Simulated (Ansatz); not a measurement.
Ideal-gas functions of CBrClF$_{2}$ (`FC(F)(Cl)Br`) at 298.15 K and 1 bar, from an Ansatz frequency run at PBE0-D4/def2-TZVP.

Molar mass 165.36 g/mol, point group Cs (symmetry number 1), electronic degeneracy 1, moments of inertia 131.115, 300.846, 344.522 u Å². Harmonic wavenumbers (cm⁻¹, unscaled): 214, 295, 339, 413, 446, 658, 869, 1123, 1191.

Use S(trans) = R[1.5 ln M + 2.5 ln T − 1.1517]; rotational temperatures θ = 24.2544 K / I; S(rot) = R[ln(√π/σ · √(T³/θAθBθC)) + 1.5]; for each mode x = 1.438777 ν̃/T, S = R[x/(eˣ − 1) − ln(1 − e⁻ˣ)] and H = RT x/(eˣ − 1); 1 cm⁻¹ = 0.0119627 kJ/mol; R = 8.31446 J/(mol·K).

**Question.** By hand: the entropy, in J/(mol·K).

**Answer.** Translation 172.6. Rotation: θ = 0.185, 0.0806, 0.0704 K, giving 116.8. Vibration, mode by mode: 8.41, 6.05, 5.09, 3.83, 3.38, 1.51, 0.66, 0.24, 0.18, in all 29.3. Electronic 0.0. Sum 318.7 J/(mol·K).

**Question.** By hand: H − E and G − E in kJ/mol, counted from the electronic energy.

**Answer.** Zero-point energy ½ × 5548 × 0.0119627 = 33.2; thermal vibration 5.6; translation, rotation and pV give 4 RT = 9.9. H − E = 48.7 kJ/mol, and G − E = 48.7 − 298.15 × 318.7/1000 = -46.3 kJ/mol.

Vibration gives 9 % of the entropy.
